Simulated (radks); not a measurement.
Results of a calculation; reference values are marked as such.
Cs2+, configuration [Kr] 4d10 5s2 5p5.

Code: a radial shooting solver on a logarithmic mesh with Libxc functionals. Model: Dirac Kohn-Sham, BLYP, spin-unpolarised, spherical densities, point nucleus; open shells fill j = l - 1/2 first.

Energy parts (eV):
part                      energy
total                 -211976.52
kinetic                225764.58
electron-nucleus      -514578.13
Hartree                 82086.00
exchange-correlation    -5248.98

Orbitals (lengths in bohr, moments of r in powers of bohr; r(90%) holds 90 % of the orbital's charge):
orbital,occ.,eigenvalue (eV),<r>,<r^4>,r(90%)
1s1/2,2,-35793.87,0.02611,2.245e-06,0.0470
2s1/2,2,-5626.758,0.1117,0.0003767,0.173
2p1/2,2,-5294.731,0.09402,0.0002391,0.154
2p3/2,4,-4942.293,0.09991,0.0002912,0.162
3s1/2,2,-1182.828,0.2987,0.01585,0.439
3p1/2,2,-1044.144,0.2887,0.01496,0.434
3p3/2,4,-976.6207,0.3005,0.01740,0.451
3d3/2,4,-732.8641,0.2714,0.01380,0.426
3d5/2,6,-718.5261,0.2751,0.01447,0.431
4s1/2,2,-236.5713,0.6946,0.4345,1.000
4p1/2,2,-186.8089,0.7204,0.5270,1.05
4p3/2,4,-172.9960,0.7480,0.6124,1.09
4d3/2,4,-92.0867,0.8299,1.070,1.26
4d5/2,6,-89.7934,0.8403,1.125,1.27
5s1/2,2,-42.3509,1.705,15.77,2.46
5p1/2,2,-29.7680,1.938,27.63,2.83
5p3/2,3,-27.9455,2.019,32.52,2.95

The highest occupied level is 5p3/2 at -27.945 eV. Summed over all electrons, <r^2> = 43.64 bohr^2, which gives a Langevin (diamagnetic) susceptibility term of -34.6 x 10^-6 cm^3/mol. The density falls to 0.001 e/bohr^3 at r = 3.82 bohr.
